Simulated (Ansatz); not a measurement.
# CH4BFOSi (SMILES O=CB[SiH2]F): methods side by side

CH4BFOSi has 9 atoms, charge 0, and is taken as a singlet. As SMILES, `O=CB[SiH2]F`. The shape was relaxed beforehand at r2SCAN/def2-SVP. This is one conformer, not always the lowest.

```xyz
9

O    -0.8102    0.7691    1.7221
C    -0.1446    1.4274    0.9192
B     0.6515    0.1958    0.4816
Si   -0.0657   -1.0093   -0.9472
F    -1.3553   -0.3054   -1.6703
H    -0.2889    2.5208    0.7751
H     1.6470   -0.0757    1.1101
H     0.9738   -1.2418   -1.9969
H    -0.5193   -2.3270   -0.4110
```

Each level gives the dissociation energy of the B3–C2 bond into doublet BSiH3F and doublet CHO (shapes relaxed at r2SCAN/def2-SVP, no zero-point term) (eV). The values are calculated.

```json
{"level": "HF/def2-SVP", "kind": "Hartree–Fock", "program": "Ansatz", "value (eV)": "2.72", "less CCSD(T)/def2-SVP": "-1.03", "CPU time (all runs)": "2.2 s"}
{"level": "PBE/def2-SVP", "kind": "GGA", "program": "Ansatz", "value (eV)": "4.00", "less CCSD(T)/def2-SVP": "+0.25", "CPU time (all runs)": "4.5 s"}
{"level": "B3LYP/def2-SVP", "kind": "global hybrid", "program": "Ansatz", "value (eV)": "3.75", "less CCSD(T)/def2-SVP": "0.00", "CPU time (all runs)": "6.5 s"}
{"level": "wB97M-V/def2-SVP", "kind": "range-separated hybrid", "program": "Ansatz", "value (eV)": "4.03", "less CCSD(T)/def2-SVP": "+0.28", "CPU time (all runs)": "23 s"}
{"level": "MP2/def2-SVP", "kind": "perturbation theory", "program": "Ansatz", "value (eV)": "3.83", "less CCSD(T)/def2-SVP": "+0.08", "CPU time (all runs)": "2.2 s"}
{"level": "CCSD(T)/def2-SVP", "kind": "coupled cluster or CI", "program": "Ansatz", "value (eV)": "3.75", "less CCSD(T)/def2-SVP": "0.00", "CPU time (all runs)": "13 s"}
```

CCSD(T)/def2-SVP is the highest level here, not the true value. Correlated wave functions underbind in double-zeta sets. The values span 2.72 to 4.03 eV. Hartree–Fock misses the correlation of the electron pair that is broken and comes out low. Measured bond enthalpies also hold zero-point and thermal terms, a few tenths of an eV less. In so small a basis fixed costs decide the times, and correlated methods can beat functionals. CPU times are rough (shared hosts, several kinds of processor and program).
